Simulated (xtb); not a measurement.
GeF₃I, SMILES [F][Ge]([F])([F])[I]. All values are semi-empirical tight-binding results from xtb (GFN2-xTB unless named), good for trends rather than for accurate numbers. Geometry optimised at GFN2-xTB.

For metal compounds this method's bond lengths and energies can be far off.

```yaml
point_group_as_xtb_finds_it: C3v
orbital_gap: 4.82 eV
zero_point_energy: 3.6 kcal/mol
G − E(el) at 298.15 K (modified RRHO): -17.1 kcal/mol
```
